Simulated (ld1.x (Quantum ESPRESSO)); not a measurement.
**Transferability test, PAW potential for Nb (Z = 41)**

niobium, PAW, made with ld1.x (Quantum ESPRESSO) 7.5 (LDA (PZ), scalar-relativistic). Core [Ar] 3d10, reference 4s2 4p6 4d4 5s0 5p1. Waves: 4s (bound): rcut 1.55, rcutus 1.90 bohr; 5s (bound, empty): rcut 1.55, rcutus 1.90 bohr; 4p (bound): rcut 2.50, rcutus 2.80 bohr; 5p (bound): rcut 2.50, rcutus 2.80 bohr; 4d (bound): rcut 2.60, rcutus 2.85 bohr; 4d channel at 2.55 Ry: rcut 2.60, rcutus 2.85 bohr. Local part: all-electron potential smoothed inside 2.80 bohr (lloc = -1). Core correction: a·sin(br)/r model core, default radius (core density twice the valence density). Augmentation charge: BESSEL, radius 1.20 bohr.

Energies are relative to the spin-unpolarised reference configuration 4s2 4p6 4d4 5s0 5p1; without spin polarisation the order of configurations can differ from experiment. Spin-polarised rows fill each open shell by Hund’s rule, majority spin first.

| valence configuration | charge | ΔE all-electron (eV) | error AE − PS (meV) |
| --- | --- | --- | --- |
| 4s2 4p6 4d4 5s0 5p0 | +1 | 3.868 | -1.0 |
| 4s2 4p6 4d3 5s0 5p0 | +2 | 18.144 | -20 |
| 4s2 4p6 4d1 5s0 5p0 | +4 | 80.167 | +26 |
| 4s1 4p6 4d4 5s1 5p0 | +1 | 61.073 | -82 |
| 4s2 4p6 4d2 5s0 5p0 | +3 | 43.078 | -24 |
| 4s2 4p6 4d3 5s2 5p0 | 0 | -3.609 | +11 |
| 4s2 4p6 4d4 5s0 5p1 (spin-polarised) | 0 | -2.412 | -4.9 |
| 4s2 4p6 4d4 5s1 5p0 (spin-polarised) | 0 | -5.657 | -3.3 |

Task: What are ΔE and the potential's error for 4s2 4p6 4d4 5s1 5p0?

Result: ΔE = -3.048 eV all-electron; the error (AE − PS) is +0.1 meV.

These tests converged, but a pseudo level misses the all-electron one widely, so the file describes the atom poorly there or has found another state: 4s1 4p6 4d4 5s1 5p0: empty 5p by 4.8 eV (a node warning on the way).
